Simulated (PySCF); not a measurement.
**Copper: a sound run and one with changed settings**

Sound run: Cu [Ar] 3d10 4s1, Cu⁺ [Ar] 3d10. Computed with PySCF 2.14 in def2-TZVP (6s4p4d1f, 45 functions), with no relativity, point nucleus. The sound run starts from symmetry-adapted Hartree-Fock orbitals and uses a fine grid where one is needed.

A second run was set up differently.

| species | method | sound run (hartree) | changed run (hartree) | converged |
| --- | --- | --- | --- | --- |
| Cu | UHF | -1638.92308 | -1638.92308 | yes |
| Cu | PBE0 | -1640.24417 | -1640.24272 | yes |
| Cu | TPSS | -1640.51821 | -1640.51261 | yes |
| Cu⁺ | UHF | -1638.68636 | -1638.68636 | yes |
| Cu⁺ | PBE0 | -1639.95860 | -1639.95721 | yes |
| Cu⁺ | TPSS | -1640.22599 | -1640.22032 | yes |

Ionisation energy of Cu:

| method | sound run (eV) | changed run (eV) |
| --- | --- | --- |
| UHF | 6.442 | 6.442 |
| PBE0 | 7.771 | 7.769 |
| TPSS | 7.952 | 7.953 |

(1) What was changed?
A. minimal basis
B. a valence shell is frozen
C. level shift left on
D. radial grid too coarse

## Answers

(1) D. It used radial step 0.3 in ln r (0.13 in the sound run). A coarse radial grid mis-integrates the density and the exchange-correlation energy, with errors of either sign; Hartree-Fock needs no grid.
